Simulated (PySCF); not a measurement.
## Diatomics of Li with the second period

PBE0 with double-zeta basis sets in PySCF, for the lowest determinant that a PBE0 search found; no spin–orbit coupling. De refers to high-spin ground-configuration atoms. A positive dipole means M(−)Li(+).

| M | basis | state (unpaired electrons) | Re (Å) | ωe (cm⁻¹) | De (eV) | μ (D) |
| --- | --- | --- | --- | --- | --- | --- |
| Li | def2-SVPD | singlet (closed shell) | 2.787 | 329 | 0.85 | n/a |
| Be | cc-pVDZ | doublet (σ ↑) | 2.596 | 339 | 0.50 | 2.70 |
| B | def2-SVPD | triplet (σ ↑, π ↑) | 2.130 | 564 | 1.45 | 5.78 |
| C | jorge-DZP-DKH | quartet (σ ↑, π ↑↑) | 1.922 | 664 | 2.53 | 6.25 |
| N | jorge-DZP-DKH | triplet (π ↑↑) | 1.916 | 628 | 1.43 | 6.70 |
| O | def2-SVP | doublet (π ↑) | 1.663 | 868 | 3.34 | 5.90 |
| F | cc-pVDZ | singlet (closed shell) | 1.578 | 982 | 5.56 | 6.15 |

The shortest bond is that of LiF (1.578 Å), the longest that of Li2 (2.787 Å). LiF is bound most strongly (5.56 eV) and LiBe least (0.50 eV).

The rows differ in basis set, which adds steps of its own.

The state changes along the series, so neighbouring rows are not always alike in their bonding.

Closed-shell solutions of metal pairs were not tested for spin polarisation, which can lower them a little. Weak bonds: LiBe. Basis-set superposition, not corrected here, can be much of De in a small basis, most of all at correlated wavefunction levels. Functionals without a dispersion term scatter widely for such bonds, and LDA overbinds them. States were picked by a PBE0 search and need not be the measured ground states.
